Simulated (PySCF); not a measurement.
# What settings do to a single point of Dy(OH)3

The sound run of Dy(OH)3 (singlet in the valence; each metal's 4f electrons, 9 of them, lie in its core potential, out of spins and levels) uses PySCF 2.14.0, RKS B3LYP, Dy lcecp-1-SVP with ECP55, O def2-SVP, H def2-SVP; non-relativistic Hamiltonian with scalar-relativistic core potentials where named; density fitting; no spin-orbit coupling, grid (50, 194), threshold 1e-8 Eh and 55 cycles, at the relaxed geometry:

```xyz
7

Dy    0.0000    0.0000    0.1423
O     2.0578    0.0000    0.1445
H     3.0167    0.0000    0.1466
O    -1.0289    1.7821    0.1445
H    -1.5084    2.6125    0.1466
O    -1.0289   -1.7821    0.1445
H    -1.5083   -2.6125    0.1466
```

There Dy1 has a Mulliken charge of 1.01 e and the dipole about the centre of mass is 0.01 D. Each run below changes one thing and starts from free metal ions and neutral atoms unless it says otherwise; with 55 cycles, smearing, a level shift and second-order steps follow where DIIS fails, and their cycles count. Energy shifts count from the sound run. On f atoms grids over 110 angular points are at least (60, 302).

```csv
change,outcome,cycles,energy shift (eV),largest force component (eV/Å),charge on Dy1 (e),dipole about the centre of mass (D)
all coordinates × 1.05,converged,8,0.50,2.27,1.08,0.01
"grid (99, 590)",converged,8,-0.0010,0.02,1.01,0.01
```

Q: One further run converged with energy shift (eV) 41.32, largest force component (eV/Å) 141.79, charge on Dy1 (e) 0.16, dipole about the centre of mass (D) 0.98. Which change was it?
A. cycle limit 8
B. O4 put 1.1 Å from Dy1, limit 88 cycles
C. start from a density of up to 30 smeared cycles (not counted)

A: B.

Q: And the other changes listed?

A: 
```tsv
change	outcome	cycles	energy shift (eV)	largest force component (eV/Å)	charge on Dy1 (e)	dipole about the centre of mass (D)
start from a density of up to 30 smeared cycles (not counted)	converged	6	0.0000	0.02	1.01	0.01
cycle limit 8	converged	8	0.0000	0.02	1.01	0.01
```

Unsound on purpose, so not properties of the compound: O4 put 1.1 Å from Dy1, limit 88 cycles.

Forces carry noise of the integration grid, about 0.01 to 0.03 eV/Å.

An lcecp potential fixes the number of 4f electrons, so in runs with it no electron can move into or out of that shell.
